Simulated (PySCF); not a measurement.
# Dipole polarisabilities along group 10

Calculated with PySCF 2.14 for the ground configurations, without spin-orbit coupling: coupled response for Hartree-Fock and DFT. Mean α in bohr³, C₆ of like pairs in atomic units.

```json
{"species": "Ni [Ar] 3d8 4s2 (aug-cc-pVTZ-DK, spin-free X2C)", "α UHF": "62.04", "α PBE": "46.42", "α PBE0": "49.50", "α recommended (Schwerdtfeger and Nagle)": "49 ± 3", "C₆ UHF": "537.2", "C₆ PBE": "365.5", "C₆ PBE0": "397.9"}
{"species": "Pd [Kr] 4d10 (aug-cc-pVTZ-DK, spin-free X2C)", "α UHF": "18.89", "α PBE": "26.55", "α PBE0": "23.47", "α recommended (Schwerdtfeger and Nagle)": "26.14 ± 0.1", "C₆ UHF": "124.9", "C₆ PBE": "173.9", "C₆ PBE0": "155.7"}
{"species": "Pt [Xe] 4f14 5d9 6s1 (aug-cc-pVTZ-PP with ECP60MDF, ECP)", "α UHF": "53.42", "α PBE": "38.87", "α PBE0": "40.17", "α recommended (Schwerdtfeger and Nagle)": "48 ± 4", "C₆ UHF": "492.4", "C₆ PBE": "373.0", "C₆ PBE0": "380.8"}
```

Hartree-Fock lacks correlation. All values carry a basis error, and heavy open shells lack spin-orbit coupling.
